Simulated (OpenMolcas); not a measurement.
Rh5+ among 3 point charges of -1.5 e arranged as a planar triangle (D3h).

| Property | Result |
| --- | --- |
| Program | OpenMolcas |
| Method | SS-CASPT2, IPEA 0.25 Eh, imaginary shift 0.1 Eh (closed shells correlated: 4s 4p) |
| Basis | ANO-RCC-VDZP [6s5p3d1f] |
| Scalar Hamiltonian | DKH2, point nucleus |
| Active space | 4 electrons in 5 orbitals (4d) |
| State averaging | 2S+1 = 5 even, 5 roots; 2S+1 = 3 even, 45 roots; 2S+1 = 1 even, 50 roots |
| Spin-orbit coupling | RASSI with atomic mean-field integrals over the reference wave functions |

All point charges move together. At R = 2.09 Å the first state of the same spin is 6340 cm-1, and at R = 2.21 Å it is 5310 cm-1.

Task: A third run gives 8260 cm-1. What distance was it run at?

Result: With a power law R^-n the two known points give n = -ln(5310 / 6340) / ln(2.21 / 2.09) = 3.18. Then R = 2.09 × (6340 / 8260)^(1/3.18) = 1.923 Å. The run was at 1.92 Å, so the estimate is off by +0.003 Å.

Roots that are degenerate in the reference are averaged as groups; the widest CASPT2 spread within a group is 190 cm-1 (the 2-fold group of multiplicity 5 near 0 cm-1 above the lowest state of its run, R = 1.92). Shifts and gaps below about the spread of the groups concerned are not significant. An orbital doublet at a regular site is open to a Jahn-Teller distortion, which this geometry leaves out. Point charges give a weaker field than real ligands, and real ions of this kind are as a rule low spin; the high spin found here belongs to the model. Free-ion shares, where given, are those of the reference states; single-state CASPT2 does not remix them. This is an electrostatic model: the charges have no orbitals. A group larger than the point group allows holds several states that coincide in this model. No measured value stands beside these numbers.
